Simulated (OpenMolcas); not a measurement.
**Levels of neutral boron by method**

- Program: OpenMolcas 26.06
- Basis: ANO-RCC-VTZP [4s3p2d1f]
- Scalar Hamiltonian: DKH2, point nucleus
- Active space: 3 electrons in 8 orbitals (2s 2p 3s 3p)
- State averaging: 2S+1 = 4 odd, 1 root (0 in the spin-orbit step); 2S+1 = 2 odd, 3 roots; 2S+1 = 4 even, 3 roots; 2S+1 = 2 even, 6 roots
- Spin-orbit coupling: state interaction with AMFI integrals over the reference wave functions, term energies averaged over their components

Methods on the same reference wave functions:
A. CASSCF
B. SS-CASPT2, IPEA 0.25 Eh, imaginary shift 0.1 Eh (closed shells correlated: 1s)
C. XMS-CASPT2, IPEA 0.25 Eh, imaginary shift 0.1 Eh (closed shells correlated: 1s)

Energies in cm-1 above 2s2 2p 2P* 1/2, the measured ground level; measured values from NIST Handbook of Basic Atomic Spectroscopic Data.

```tsv
Level	A	B	C	Measured
2s2 2p 2P* 1/2	0.0	0.0	0.0	0.0
2s2 2p 2P* 3/2	13.1	13.1	13.1	15.3
2s 2p2 4P 1/2	25382	27670	27900	28870
2s 2p2 4P 3/2	25388	27670	27900	28875
2s 2p2 4P 5/2	25396	27680	27910	28881
2s 2p2 2D 3/2	53947	49030	47650	47857
2s 2p2 2D 5/2	53949	49030	47650	47857
2s 2p2 2S 1/2	64854	63990	64460
```

Deviations, from unrounded energies. A percentage is the sum of absolute deviations over the sum of measured energies, with the sign that they share, or ± where signs differ.

```tsv
Against measurement	Levels	A	B	C
mean absolute deviation (cm-1)	6	3800	990	550
fine structure of the ground term (%)	1	-14.0	-14.0	-14.0
other configurations (%)	5	±12.4	±3.3	-1.8
```

C lies closest to measurement on these levels and A furthest from it. The largest miss of C in the table is 2s 2p2 4P 1/2, by -970 cm-1. The ranking rests on the paired levels alone, and a cruder setting can come out closer through cancelling errors.

Between B and C the level of the table that moves most is 2s 2p2 2D 3/2, by 1400 cm-1 (lowest in C, highest in B). Moves below CASPT2's spread within the term are not significant.

The lowest spin-free term lies below A's lowest term by 0.045 hartree in B, 0.047 hartree in C.

CASPT2 breaks the degeneracy within a term, and the mean is taken; among the terms shown or strongly mixed into the levels shown the widest spread is 56 cm-1 (2s 2p2 2D, C). Over all roots computed the reference weight is 0.93 to 0.99 in C; the roots of lowest weight are the least certain, and an intruder state may touch them. Active for correlation alone: 3p 3s; no level in the range computed is led by a configuration that fills them, so any true level of that kind is missing. Without dynamic correlation excited terms often stand tens of per cent too high (terms of higher spin than the ground term too low), and those without a measured partner can miss by more than the paired ones (holds for A). Computed and measured levels are paired by configuration, term and J; levels that our copy of the source lacks, or whose pairing is in doubt (as where it misses far off the trend of its configuration), stay unpaired and out of the deviations. Only configurations of the active space appear.

* marks odd parity.
